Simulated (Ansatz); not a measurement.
# Energy profile

The step: BClF₂ ([F][B]([F])[Cl]) + H₂O₂ ([OH][OH]) → BHO₂F₂ ([OH][O][B]([F])[F]) + HCl; bonds formed: Cl2–H5; dative contacts that become bonds: B1–O6; bonds broken: B1–Cl2, H5–O6 (atoms numbered as in the saddle structure below).

```json
{"atom": "B1", "x (Å)": "-0.2814", "y (Å)": "-0.8452", "z (Å)": "0.0443"}
{"atom": "Cl2", "x (Å)": "0.6690", "y (Å)": "-0.6972", "z (Å)": "-1.9427"}
{"atom": "F3", "x (Å)": "-1.5809", "y (Å)": "-0.7316", "z (Å)": "-0.1072"}
{"atom": "F4", "x (Å)": "0.2510", "y (Å)": "-1.9067", "z (Å)": "0.6192"}
{"atom": "H5", "x (Å)": "0.8677", "y (Å)": "0.3200", "z (Å)": "-0.8323"}
{"atom": "O6", "x (Å)": "0.4826", "y (Å)": "0.4189", "z (Å)": "0.3587"}
{"atom": "O7", "x (Å)": "-0.3752", "y (Å)": "1.5418", "z (Å)": "0.5145"}
{"atom": "H8", "x (Å)": "-0.0328", "y (Å)": "1.9000", "z (Å)": "1.3452"}
```

Electronic energies by CCSD(T) at an estimated basis limit (MP2 extrapolated from triple and quadruple zeta, plus CCSD(T) − MP2 in triple zeta), on PBE0-D4/def2-TZVP structures; BH2ClO2F2, singlet; no counterpoise correction. Ansatz 0.2.0; basis: def2-TZVPP and def2-QZVPP; cores frozen in the correlated methods. Extrapolation: Hartree–Fock as exp(−7.88 √X), correlation as X^−2.97.

**Question.** Give the profile in kcal/mol, counted from the separated reactants. (Judge from chemistry; the value comes from the calculation.)

**Answer.** The calculation gives:
```json
{"point": "separated: BClF2 (linked as [F][B]([F])[Cl]; B1, Cl2, F3, F4; singlet) + H2O2 (linked as [OH][OH]; H5, O6, O7, H8; singlet)", "kcal/mol": "0.00"}
{"point": "start structure", "kcal/mol": "-6.90"}
{"point": "saddle", "kcal/mol": "13.47"}
{"point": "end structure", "kcal/mol": "-12.06"}
{"point": "separated: BHO2F2 (linked as [OH][O][B]([F])[F]; B1, F3, F4, O6, O7, H8; singlet) + HCl (Cl2, H5; singlet)", "kcal/mol": "-8.71"}
```

T1 diagnostic: at most 0.013.

For scale, one of the runs: CCSD(T)/def2-TZVPP, 225 basis functions, launched by `ansatz run in.yaml --threads 4 --pin off --events-out ev --progress --plain --max-ram 9574MiB`. Hardware: 4 CPU threads of an Arm Neoverse V1, shared host. Wall time 2.6 min; peak host memory 4.1 GiB.
